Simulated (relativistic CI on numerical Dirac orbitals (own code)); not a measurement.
Values are calculated unless marked as measured or tabulated.
# Quantum defects of the nd series of Xe VIII

Problem. The nd ²D levels with J = 5/2 of Xe VIII lie at 5d: 312816.0, 6d: 528794.0, 7d: 635355.0, 8d: 696678.0 cm⁻¹ (Saloman, J. Phys. Chem. Ref. Data 33, 765 (2004)), and the ionisation limit at 854768.6 cm⁻¹ (NIST ASD). Find the quantum defects and predict 9d.

Working.
1. The outer electron sees the charge z = 8; R = 109736.86 cm⁻¹ for this mass. The binding energy T = limit − E defines n* = z√(R/T).
2. Values: 5d: T = 541952.6, n* = 3.5999, δ = n − n* = 1.4001; 6d: T = 325974.6, n* = 4.6417, δ = n − n* = 1.3583; 7d: T = 219413.6, n* = 5.6576, δ = n − n* = 1.3424; 8d: T = 158090.6, n* = 6.6652, δ = n − n* = 1.3348.
3. With δ held at 1.3348: E(9d) = limit − Rz²/(9 − δ)² = 735236.3 cm⁻¹.
4. The Ritz form δ = δ₀ + a/n*² through the last two members has a = 0.8671 and δ₀ = 1.3153, so with n* ≈ 9 − 1.3348, δ(9) = 1.3300 and E = 735384.6 cm⁻¹.

Check. The measured level is 735510.0 cm⁻¹ (δ = 1.3260), so the two predictions miss by -273.7 and -125.4 cm⁻¹. The defect is large because this electron penetrates the core.
